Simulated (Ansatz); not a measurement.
PAsSbSb tetrahedron (Sb₂AsP), relaxed as a singlet with RKS PBE0-D4/def2-SVP in Ansatz, starting from the GFN2-xTB geometry. Force threshold 0.02 eV/Å.

In the def2 sets Sb takes a core potential; there is no spin–orbit coupling.

Start:

Cartesian coordinates in Å:
```
P -0.9742 -0.4851 0.8734
As -0.2470 -0.7470 -1.2600
Sb 1.4896 -0.3880 0.6164
Sb -0.2685 1.6200 -0.2298
```

(1) Estimate the energy that the relaxation releases and the steps that it takes.

(2) Does the start keep its bonding and symmetry?

(3) Predict the relaxed structure.

## Answers

(1) 2.3 kcal/mol, in 4 steps; 47 s on 4 threads of Intel Xeon on a shared host. No frequencies were taken in this run, so the end may be a saddle point.

(2) By distances, no bond broke or formed. The bond that changes most is P1–As2, from 2.27 to 2.35 Å (atoms count from 1). Point group Cs at the start, Cs at the end, both within 0.05 Å.

(3) 
```xyz
4

P    -1.0152   -0.5065    0.9075
As   -0.2500   -0.7646   -1.2953
Sb    1.5119   -0.3688    0.6171
Sb   -0.2467    1.6399   -0.2292
```
Bond lengths: 2 × As–Sb 2.63 Å; 2 × P–Sb 2.55 Å; 1 × As–P 2.35 Å; 1 × Sb–Sb 2.80 Å.
